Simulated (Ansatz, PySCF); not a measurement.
Species: sulfur difluoride, SF₂, charge 0, multiplicity 1. 
Coordinates optimised at B3LYP-D3(BJ)/def2-TZVP (Ansatz, a first-principles code):
```xyz
3

F     -1.2130    -0.5047     0.0161
S     -0.0057     0.5532     0.0075
F      1.2232    -0.4788    -0.0294
```

Wanted: vertical ionisation energy (to the doublet state of charge +1; each state is the SCF solution reached for its spin), in eV. Correlated levels leave the core frozen unless marked. Open shells are spin-unrestricted. No spin-orbit coupling. Non-relativistic. CBS(X,Y): correlation extrapolated as X^-3; Hartree-Fock from the larger set. The bracket is a focal-point correction in the basis named.

RI-MP2/CBS(aug-cc-pV(T+d)Z,aug-cc-pV(Q+d)Z)+[CCSD(T)-MP2]/aug-cc-pV(T+d)Z (Ansatz) gives 10.46 eV.

Question: Another calculation gave 10.33 eV. Which level was it?
A. SVWN5/def2-TZVPD (Ansatz)
B. M06-2X/def2-TZVPD (PySCF)
C. PBE/def2-TZVPD (Ansatz)
D. wB97M-V/def2-TZVPD (Ansatz)

Answer: D, wB97M-V/def2-TZVPD (Ansatz). The others give 9.97 (PBE), 10.52 (M06-2X), 10.21 (SVWN5) eV.
